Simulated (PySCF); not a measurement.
Input for PySCF: R-M06-2X/def2-TZVPP on ethylmethylamine (SMILES CCNC), a point of a torsion scan.

```python
from pyscf import gto, dft

mol = gto.M(
    atom='''
    C     1.87582621    0.46682679    0.00313086
    C     0.56167969   -0.25223310    0.32150012
    N    -0.61215443    0.12986830   -0.45676324
    C    -0.36270240    0.57291121   -1.81436538
    H     2.64687695    0.11690433    0.68506374
    H     1.77356817    1.54405801    0.12818283
    H     2.19825667    0.26072950   -1.01319435
    H     0.72040346   -1.32493471    0.14379686
    H     0.31711722   -0.12799813    1.37773022
    H    -1.10653354    0.87474961    0.02671548
    H     0.23226553    1.49242955   -1.89253481
    H     0.15064871   -0.22216832   -2.35588687
    H    -1.32577107    0.74475592   -2.29449714
    ''',
    basis='def2-tzvpp',
    charge=0, spin=0, verbose=4, max_memory=1800)
mf = dft.RKS(mol, xc='m062x').density_fit(auxbasis='def2-universal-jkfit')
mf.grids.level = 4
mf.conv_tol = 1e-9
mf.max_cycle = 150
mf.kernel()
mf.dip_moment()
```

It printed:

```
PySCF version 2.14.0

[INPUT] verbose = 4
[INPUT] num. atoms = 13
[INPUT] num. electrons = 34
[INPUT] charge = 0
[INPUT] spin (= nelec alpha-beta = 2S) = 0
[INPUT] symmetry False subgroup None
[INPUT] Mole.unit = angstrom
[INPUT] Symbol           X                Y                Z      unit          X                Y                Z       unit  Magmom
[INPUT]  1 C      1.875826210000   0.466826790000   0.003130860000 AA    3.544797794181   0.882174780710   0.005916467934 Bohr   0.0
[INPUT]  2 C      0.561679690000  -0.252233100000   0.321500120000 AA    1.061420783831  -0.476651478550   0.607547175815 Bohr   0.0
[INPUT]  3 N     -0.612154430000   0.129868300000  -0.456763240000 AA   -1.156804218639   0.245415519263  -0.863157427369 Bohr   0.0
[INPUT]  4 C     -0.362702400000   0.572911210000  -1.814365380000 AA   -0.685408200722   1.082645280593  -3.428653658092 Bohr   0.0
[INPUT]  5 H      2.646876950000   0.116904330000   0.685063740000 AA    5.001872520924   0.220917166476   1.294582846470 Bohr   0.0
[INPUT]  6 H      1.773568170000   1.544058010000   0.128182830000 AA    3.351558104546   2.917846759341   0.242230442572 Bohr   0.0
[INPUT]  7 H      2.198256670000   0.260729500000  -1.013194350000 AA    4.154103057798   0.492707347595  -1.914659832457 Bohr   0.0
[INPUT]  8 H      0.720403460000  -1.324934710000   0.143796860000 AA    1.361365238589  -2.503763734830   0.271736682972 Bohr   0.0
[INPUT]  9 H      0.317117220000  -0.127998130000   1.377730220000 AA    0.599264695183  -0.241881410156   2.603532789337 Bohr   0.0
[INPUT] 10 H     -1.106533540000   0.874749610000   0.026715480000 AA   -2.091045338245   1.653037190470   0.050484940486 Bohr   0.0
[INPUT] 11 H      0.232265530000   1.492429550000  -1.892534810000 AA    0.438918239877   2.820283109708  -3.576372472106 Bohr   0.0
[INPUT] 12 H      0.150648710000  -0.222168320000  -2.355886870000 AA    0.284684802919  -0.419837278355  -4.451980964759 Bohr   0.0
[INPUT] 13 H     -1.325771070000   0.744755920000  -2.294497140000 AA   -2.505344226172   1.407384718448  -4.335971188198 Bohr   0.0

nuclear repulsion = 135.513387776994
number of shells = 98
number of NR pGTOs = 328
number of NR cGTOs = 250
basis = def2-tzvpp
ecp = {}


******** <class 'pyscf.df.df_jk.DFRKS'> ********
method = DFRKS
initial guess = minao
damping factor = 0
level_shift factor = 0
DIIS = <class 'pyscf.scf.diis.CDIIS'>
diis_start_cycle = 1
diis_space = 8
diis_damp = 0
SCF conv_tol = 1e-09
SCF conv_tol_grad = None
SCF max_cycles = 150
direct_scf = False
XC library pyscf.dft.libxc version 7.1.2
    S. Lehtola, C. Steigemann, M. J. T. Oliveira, and M. A. L. Marques,  SoftwareX 7, 1–5 (2018)
XC functionals = m062x
    Y. Zhao and D. G. Truhlar,  Theor. Chem. Acc. 120, 215 (2008)
    Y. Zhao and D. G. Truhlar,  Theor. Chem. Acc. 120, 215 (2008)
radial grids:
    Treutler-Ahlrichs [JCP 102, 346 (1995); DOI:10.1063/1.469408] (M4) radial grids

becke partition: Becke, JCP 88, 2547 (1988); DOI:10.1063/1.454033
pruning grids: <function nwchem_prune>
grids dens level: 4
symmetrized grids: False
atomic radii adjust function: <function treutler_atomic_radii_adjust>
small_rho_cutoff = 0
Set gradient conv threshold to 3.16228e-05
Initial guess from minao.
tot grids = 255072
******** <class 'pyscf.df.df.DF'> ********
auxbasis = def2-universal-jkfit
init E= -174.783469251358
  HOMO = -0.26434892029085  LUMO = 0.0239450160153041  gap/eV = 7.84488
cycle= 1 E= -174.426718639707  delta_E= 0.357  |g|= 0.304  |ddm|= 2.32
  HOMO = -0.236895199545863  LUMO = 0.0681492884166801  gap/eV = 8.30068
cycle= 2 E= -174.438281126511  delta_E= -0.0116  |g|= 0.23  |ddm|= 0.519
  HOMO = -0.288540589543608  LUMO = 0.0614002871655339  gap/eV = 9.52238
cycle= 3 E= -174.44972614797  delta_E= -0.0114  |g|= 0.0506  |ddm|= 0.228
  HOMO = -0.28061210265858  LUMO = 0.0631860279951338  gap/eV = 9.35522
cycle= 4 E= -174.450200347854  delta_E= -0.000474  |g|= 0.0162  |ddm|= 0.0451
  HOMO = -0.282178636285252  LUMO = 0.0631871287304011  gap/eV = 9.39788
cycle= 5 E= -174.450252704386  delta_E= -5.24e-05  |g|= 0.00451  |ddm|= 0.0128
  HOMO = -0.281752629892196  LUMO = 0.0631300201369246  gap/eV = 9.38473
cycle= 6 E= -174.450257277479  delta_E= -4.57e-06  |g|= 0.000755  |ddm|= 0.00378
  HOMO = -0.281708040001625  LUMO = 0.0631691404680416  gap/eV = 9.38459
cycle= 7 E= -174.450257437242  delta_E= -1.6e-07  |g|= 0.000138  |ddm|= 0.000975
  HOMO = -0.281725635763905  LUMO = 0.0631611427138816  gap/eV = 9.38485
cycle= 8 E= -174.450257445491  delta_E= -8.25e-09  |g|= 5.79e-05  |ddm|= 0.000343
  HOMO = -0.281724309690766  LUMO = 0.0631620975260265  gap/eV = 9.38484
cycle= 9 E= -174.450257446738  delta_E= -1.25e-09  |g|= 2.24e-05  |ddm|= 0.000131
  HOMO = -0.281725781038844  LUMO = 0.0631618590146997  gap/eV = 9.38487
cycle= 10 E= -174.450257446918  delta_E= -1.8e-10  |g|= 4.06e-06  |ddm|= 4.72e-05
  HOMO = -0.28172541064535  LUMO = 0.0631617467534669  gap/eV = 9.38486
Extra cycle  E= -174.450257446924  delta_E= -5.85e-12  |g|= 2.8e-06  |ddm|= 1.14e-05
converged SCF energy = -174.450257446924
Dipole moment(X, Y, Z, Debye):  0.54077,  0.93155,  0.18829
```

Self-consistency was reached.

Cost: around 80 core-seconds (rough).
